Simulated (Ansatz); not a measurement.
Input and output for SnS₂ (the lowest singlet isomer of a short search).

```yaml
crystal:
  periodic: [false, false, false]
  atoms:
    - {symbol: Sn, position_ang: [0.196731, -0.228819, 1.399466]}
    - {symbol: S, position_ang: [0.654627, 0.892037, -0.678444]}
    - {symbol: S, position_ang: [-0.851359, -0.663217, -0.721012]}
basis:
  gaussian: {orbitals: def2-TZVP, fitting: {mean_field: def2-universal-jkfit}}
hamiltonian: {xc: {name: HSE06}}
```

```sh
$ ansatz run in.yaml --threads 4 --pin off --events-out ev --progress --plain --max-ram 3916MiB
```

Shortened log:

```
Functional definition: HSE06
474 factors; integrals over basis functions are off by at most 4.3e-1 eV
474 factors; integrals over basis functions are off by at most 1.8e-7 eV
mean field evaluation 1: about -27494.7924 eV, gradient 2.3e1 eV
mean field evaluation 2: about -27466.5949 eV, gradient 8.2e1 eV
mean field evaluation 4: about -27496.5733 eV, gradient 4.2e0 eV
mean field evaluation 8: about -27496.6154 eV, gradient 7.5e-2 eV
mean field evaluation 16: about -27496.6154 eV, gradient 9.0e-6 eV
mean field -27496.61544917 eV, -1010.4819798817 hartree, gradient 9.0e-6 eV, S^2 0.000000; 0 other end points of the search recorded, 0 dependent functions left out
reference -27496.61548184 eV, -1010.4819810822 hartree; 27, 27 occupied and 97, 97 virtual orbitals, 474 factors
Total energy: -27496.61548184 eV, -1010.4819810822 hartree
```

It took 0.9 s on 4 threads of Arm Neoverse V2 on a shared host.

In the def2 sets Sn takes a core potential; there is no spin–orbit coupling. HSE06 is defined as in plane-wave codes, on full-range PBE exchange.
